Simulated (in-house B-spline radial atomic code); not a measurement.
Inner levels of rhodium as electrons are removed. A shift is the extra binding of the orbital against the neutral atom ([Kr] 4d8 5s1). The density at the nucleus is averaged over the nuclear charge. Computed with a B-spline radial code for spherical atoms: Dirac-Hartree-Fock, average of the configuration, finite nuclei.

```
  ion      configuration  shift of 4s1/2 (eV)  shift of 2p1/2 (eV)  shift of 3d5/2 (eV)  radius of 4s1/2 (bohr)  radius of 2p1/2 (bohr)  radius of 3d5/2 (bohr)  Σ<r²> (bohr²)  change of density at nucleus (bohr⁻³)
   Rh       [Kr] 4d8 5s1                    0                    0                    0                 0.98882                 0.12039                 0.37075         52.369                                      -
  Rh+           [Kr] 4d8               7.5331               7.5059               7.5283                 0.98992                 0.12039                 0.37075         36.097                                -11.208
 Rh2+           [Kr] 4d7               21.055               21.461                21.44                 0.98533                 0.12039                 0.37076         30.466                                 -7.749
 Rh3+           [Kr] 4d6                    ?                    ?                    ?                       ?                       ?                       ?              ?                                      ?
 Rh4+           [Kr] 4d5                52.68               55.446               55.003                 0.97189                 0.12039                 0.37062         22.827                                   4.75
 Rh5+           [Kr] 4d4               70.272               75.038               74.184                  0.9637                 0.12039                 0.37045         19.963                                 13.611
 Rh6+           [Kr] 4d3               88.854               96.198               94.781                 0.95487                 0.12038                  0.3702         17.493                                 24.108
 Rh7+           [Kr] 4d2                    ?                    ?                    ?                       ?                       ?                       ?              ?                                      ?
 Rh8+           [Kr] 4d1               128.65               142.93                139.9                 0.93599                 0.12037                 0.36946         13.389                                 49.782
 Rh9+  [Ar] 3d10 4s2 4p6               149.75               168.41                164.3                 0.92619                 0.12036                 0.36897          11.65                                 64.871
Rh10+  [Ar] 3d10 4s2 4p5                171.2               197.58               192.03                 0.91509                 0.12035                 0.36819         10.315                                 85.726
Rh11+  [Ar] 3d10 4s2 4p4               193.16               227.77               220.62                 0.90432                 0.12034                 0.36736          9.065                                 107.64
Rh12+  [Ar] 3d10 4s2 4p3                    ?                    ?                    ?                       ?                       ?                       ?              ?                                      ?
Rh13+  [Ar] 3d10 4s2 4p2               238.55               291.15               280.31                  0.8837                 0.12031                 0.36551         6.7842                                 154.67
```

Question: Fill in the row of Rh3+.

Answer: shift of 4s1/2 (eV): 36.209; shift of 2p1/2 (eV): 37.532; shift of 3d5/2 (eV): 37.361; radius of 4s1/2 (bohr): 0.9792; radius of 2p1/2 (bohr): 0.12039; radius of 3d5/2 (bohr): 0.37072; Σ<r²> (bohr²): 26.236; change of density at nucleus (bohr⁻³): -2.4.

Question: Fill in the row of Rh7+.

Answer: shift of 4s1/2 (eV): 108.34; shift of 2p1/2 (eV): 118.85; shift of 3d5/2 (eV): 116.71; radius of 4s1/2 (bohr): 0.94558; radius of 2p1/2 (bohr): 0.12038; radius of 3d5/2 (bohr): 0.36987; Σ<r²> (bohr²): 15.322; change of density at nucleus (bohr⁻³): 36.183.

Question: Fill in the row of Rh12+.

Answer: shift of 4s1/2 (eV): 215.62; shift of 2p1/2 (eV): 258.97; shift of 3d5/2 (eV): 250.05; radius of 4s1/2 (bohr): 0.89386; radius of 2p1/2 (bohr): 0.12033; radius of 3d5/2 (bohr): 0.36646; Σ<r²> (bohr²): 7.8904; change of density at nucleus (bohr⁻³): 130.63.
